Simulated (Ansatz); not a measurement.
Species: H3Sn, SMILES `[SnH3]` (charge 0, multiplicity 2).

Give a relaxed geometry from r2SCAN-D4/def2-SVP (Ansatz, a first-principles code).

the end point of this relaxation (outside a Z-matrix the atoms follow the SMILES, hydrogens last).
Z-matrix (Å, degrees):
```
Sn
H 1 1.7225
H 1 1.7225 2 109.34
H 1 1.7225 2 109.34 3 119.69
```
